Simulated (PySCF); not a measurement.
Numbering as in the mapped SMILES `[CH2:1]=[C:2]([CH:3]=[O:4])[O:5][C:6]([F:7])([F:8])[F:9]`. Hydrogens are named by the atom that carries them. Ha(C1) is cis to C3; Hb(C1) is trans to C3.

Geometry: GFN2-xTB; GIAO shifts from PySCF, gas phase, non-relativistic, averaged over equivalent atoms.

At wB97X/ANO-RCC-VDZP (141 basis functions, 52 s wall time on 1 thread of an Arm Neoverse V1, shared host):
```tsv
atoms	δ (ppm)
C3	187.6
C2	153.8
C6	131.4
C1	107.7
O4	630.2
O5	144.2
F7/F8/F9	-64.7
H(C3)	9.59
Ha(C1)	6.48
Hb(C1)	5.63
```

Referencing at the same level of theory: TMS for 13C (192.63 ppm), 1H (31.87 ppm); 17O (335.74 ppm) vs H2O; CFCl3 for 19F (197.42 ppm).

Q: Estimate the result of repeating the calculation with PBE0/pcSseg-1.

A: 
```tsv
atoms	δ at PBE0/pcSseg-1	change
C3	189.8	+2.2
C2	156.6	+2.8
C6	130.3	-1.1
C1	111.6	+3.9
O4	676.0	+45.8
O5	171.0	+26.8
F7/F8/F9	-73.9	-9.2
H(C3)	9.47	-0.12
Ha(C1)	6.38	-0.10
Hb(C1)	5.67	+0.04
```

δ = σ(ref) − σ, references computed at the same level: 13C (σ = 186.93 ppm) and 1H (σ = 31.72 ppm) against TMS; H2O for 17O (σ = 336.08 ppm); CFCl3 for 19F (σ = 170.95 ppm).

The largest change is at O4 (aldehyde oxygen). Cost: 168 basis functions, 30 s wall time on 1 thread of an Arm Neoverse V1, shared host. The order of the carbon signals is the same at both levels.

Unscaled 19F shifts against computed CFCl3 carry errors that often reach 10 to 50 ppm. Unscaled 17O shifts of doubly bonded oxygen tend to come out too high, by tens of ppm or more. Experimental scales use liquid or dissolved standards, which lie at an offset from isolated H2O (liquid H2O: subtract about 36 ppm).
